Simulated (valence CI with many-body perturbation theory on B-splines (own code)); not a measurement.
E1 line list for Pr II

Calculated by configuration interaction combined with many-body perturbation theory (CI+MBPT): four valence electrons over a frozen Dirac-Fock core [Xe], radial functions for each j: 7 s, 7 p, 7 d, 7 f, 4 g, 2 h, with the one-electron correlation potential Σ1, the two-electron term Σ2, the three-electron term Σ3, Breit, model QED; selected CI, second order for the rest (own B-spline code, finite nucleus).

Set against measurement, 17 paired levels are off by 526 cm⁻¹ on average, the worst by 991. These come from a selection out of the NIST Handbook of Basic Atomic Spectroscopic Data. Levels without a partner in it may be off by more, other configurations by several thousand cm⁻¹. Among the levels kept, up to 490 cm⁻¹ of a level comes from second order outside the variational space, and about a tenth of that is noise between levels of different J, which matters for small intervals. 2 measured levels below the end of the list, from 5855 cm⁻¹ on, found no clear computed partner, and computed levels of the same name lie up to 2366 cm⁻¹ from them.

Lines 201 to 250 of 312 in falling wavelength, among levels below 14074 cm⁻¹, chosen from the strongest by gf and those to the six lowest levels. Wavelengths and rates use the calculated energies, so an error of 500 cm⁻¹ moves a line at 1072 nm by 5.4 % and its rate by three times that or more. Electric multipoles are in the length gauge, E1 and E2 with the static RPA response of the core. Weak lines are less certain than strong ones. Lines between different terms over intervals too small for the method are left out, as are lines whose strength nearly cancels. Where a level lies close to another of its J and parity, the split of strength between their lines is uncertain. The highest levels of a list are the least certain.

Names give the largest LS component (configuration and term), which can be under half, so a name can repeat, a term be missing and a line seem to break the LS rules; names also repeat where a configuration has a term twice. Letters in brackets count levels of one name in rising energy.

| λ vac (nm) | Upper | Lower | A (s⁻¹) | S (a.u.) with core polarisation | S without |
| --- | --- | --- | --- | --- | --- |
| 1072 | 4f²5d6s ⁵H_5 [b] | 4f³6s ⁵I°_6 | 2.10e+03 | 1.41e-02 | 3.35e-02 |
| 1072 | 4f²5d6s ⁵H_4 [c] | 4f³6s ³I°_5 | 1.74e+03 | 9.51e-03 | 1.01e-02 |
| 1070 | 4f²5d6s ⁵H_6 [a] | 4f³6s ³I°_5 | 6.11e+02 | 4.80e-03 | 5.49e-03 |
| 1068 | 4f²5d² ⁵H_4 [a] | 4f³6s ⁵I°_4 | 4.56e+03 | 2.47e-02 | 1.80e-02 |
| 1067 | 4f²5d6s ³I_6 [a] | 4f³6s ⁵I°_5 | 4.49e+03 | 3.49e-02 | 3.41e-02 |
| 1061 | 4f²5d6s ³K_7 [b] | 4f³6s ⁵I°_8 | 2.14e+04 | 1.90e-01 | 1.48e-01 |
| 1057 | 4f²5d6s ⁵G_5 | 4f³6s ⁵I°_5 | 4.17e+03 | 2.67e-02 | 1.34e-02 |
| 1056 | 4f²5d² ⁵H_6 | 4f³6s ³I°_5 | 6.06e+04 | 4.57e-01 | 5.16e-01 |
| 1046 | 4f²5d² ⁵I_7 | 4f³6s ³I°_6 | 5.46e+02 | 4.62e-03 | 4.86e-03 |
| 1045 | 4f²5d² ⁵I_4 [b] | 4f³6s ⁵I°_5 | 1.85e+04 | 9.36e-02 | 5.52e-02 |
| 1044 | 4f²5d² ³K_8 [b] | 4f³6s ⁵I°_7 | 1.23e+04 | 1.17e-01 | 1.27e-01 |
| 1042 | 4f²5d² ⁵I_4 [a] | 4f³6s ⁵I°_4 | 1.64e+03 | 8.23e-03 | 6.31e-03 |
| 1036 | 4f²5d6s ⁵H_5 [a] | 4f³6s ⁵I°_4 | 9.88e+02 | 5.96e-03 | 8.63e-03 |
| 1027 | 4f²5d² ⁵G_6 | 4f³6s ³I°_6 | 2.76e+03 | 1.92e-02 | 1.08e-02 |
| 1022 | 4f²5d6s ³H_5 [b] | 4f³6s ³I°_6 | 3.03e+04 | 1.76e-01 | 2.51e-02 |
| 1017 | 4f²5d6s ⁵G_6 | 4f³6s ³I°_5 | 1.27e+04 | 8.57e-02 | 1.11e-01 |
| 1017 | 4f²5d6s ³I_7 | 4f³6s ⁵I°_6 | 2.34e+03 | 1.82e-02 | 1.38e-02 |
| 1012 | 4f²5d² ⁵I_4 [c] | 4f³6s ³I°_5 | 1.32e+03 | 6.07e-03 | 1.94e-03 |
| 1012 | 4f²5d² ³L_7 | 4f³6s ³I°_6 | 1.43e+03 | 1.10e-02 | 1.00e-02 |
| 1007 | 4f²5d² ⁵I_7 | 4f³6s ⁵I°_7 | 7.82e+03 | 5.91e-02 | 5.79e-02 |
| 1003 | 4f²5d² ³H_5 | 4f³6s ⁵I°_4 | 1.73e+03 | 9.49e-03 | 9.29e-03 |
| 999.8 | 4f²5d² ⁵I_6 [b] | 4f³6s ⁵I°_6 | 8.94e+02 | 5.73e-03 | 4.29e-03 |
| 998.6 | 4f²5d² ⁵I_4 [b] | 4f³6s ⁵I°_4 | 3.79e+03 | 1.68e-02 | 2.34e-02 |
| 993.9 | 4f²5d² ⁵I_6 [c] | 4f³6s ³I°_5 | 1.72e+04 | 1.08e-01 | 1.24e-01 |
| 988.7 | 4f²5d6s ⁵H_6 [b] | 4f³6s ³I°_6 | 1.49e+04 | 9.25e-02 | 1.34e-01 |
| 986.6 | 4f²5d² ⁵I_6 [c] | 4f³6s ⁵I°_6 | 9.76e+03 | 6.02e-02 | 8.19e-02 |
| 974.9 | 4f²5d² ³L_7 | 4f³6s ⁵I°_7 | 2.42e+03 | 1.66e-02 | 2.26e-02 |
| 971.6 | 4f²5d² ⁵I_5 [b] | 4f³6s ⁵I°_5 | 4.42e+03 | 2.20e-02 | 2.29e-02 |
| 969.9 | 4f²5d6s ⁵H_3 [b] | 4f³6s ⁵I°_4 | 2.65e+04 | 8.34e-02 | 2.49e-02 |
| 968.1 | 4f²5d6s ³I_6 [b] | 4f³6s ⁵I°_5 | 3.15e+03 | 1.83e-02 | 1.62e-02 |
| 967.6 | 4f²5d6s ³F_4 [a] | 4f³6s ³I°_5 | 2.19e+03 | 8.83e-03 | 2.33e-03 |
| 963.7 | 4f²5d6s ⁵H_5 [c] | 4f³6s ³I°_5 | 4.10e+03 | 1.99e-02 | 2.20e-03 |
| 962.7 | 4f²5d6s ³I_5 [c] | 4f³6s ⁵I°_5 | 2.65e+03 | 1.28e-02 | 9.33e-03 |
| 957.1 | 4f²5d6s ⁵H_5 [d] | 4f³6s ³I°_5 | 7.21e+03 | 3.43e-02 | 4.63e-02 |
| 952.3 | 4f²5d6s ³K_7 [b] | 4f³6s ³I°_6 | 5.23e+04 | 3.35e-01 | 4.32e-01 |
| 950.4 | 4f²5d6s ³F_4 [b] | 4f³6s ³I°_5 | 2.53e+04 | 9.64e-02 | 6.16e-02 |
| 950.3 | 4f²5d6s ⁵H_5 [d] | 4f³6s ⁵I°_6 | 5.85e+04 | 2.72e-01 | 3.10e-02 |
| 948.5 | 4f²5d6s ³G_4 [b] | 4f³6s ⁵I°_5 | 1.20e+04 | 4.53e-02 | 1.69e-02 |
| 948.2 | 4f²5d² ⁵I_6 [e] | 4f³6s ³I°_6 | 3.69e+04 | 2.02e-01 | 1.85e-01 |
| 947.3 | 4f²5d6s ⁵H_5 [b] | 4f³6s ⁵I°_5 | 1.88e+04 | 8.66e-02 | 9.83e-02 |
| 945.0 | 4f²5d6s ³K_6 [c] | 4f³6s ³I°_5 | 3.21e+04 | 1.74e-01 | 2.33e-01 |
| 942.1 | 4f²5d² ⁵I_8 | 4f³6s ⁵I°_7 | 4.72e+03 | 3.31e-02 | 4.25e-02 |
| 938.4 | 4f²5d6s ³K_6 [c] | 4f³6s ⁵I°_6 | 1.24e+04 | 6.55e-02 | 7.31e-02 |
| 934.4 | 4f²5d² ¹I_6 | 4f³6s ³I°_5 | 5.08e+03 | 2.66e-02 | 3.45e-02 |
| 931.1 | 4f²5d6s ³G_5 | 4f³6s ³I°_5 | 4.48e+04 | 1.97e-01 | 1.89e-01 |
| 928.4 | 4f²5d² ³K_7 [b] | 4f³6s ⁵I°_6 | 2.28e+04 | 1.35e-01 | 1.65e-01 |
| 928.0 | 4f²5d² ⁵H_6 | 4f³6s ⁵I°_5 | 3.28e+04 | 1.68e-01 | 2.01e-01 |
| 927.9 | 4f²5d² ¹I_6 | 4f³6s ⁵I°_6 | 1.73e+03 | 8.88e-03 | 8.75e-03 |
| 925.6 | 4f²5d² ³H_6 | 4f³6s ³I°_5 | 1.38e+03 | 7.03e-03 | 7.10e-03 |
| 924.6 | 4f²5d6s ³G_5 | 4f³6s ⁵I°_6 | 4.89e+03 | 2.10e-02 | 3.79e-03 |
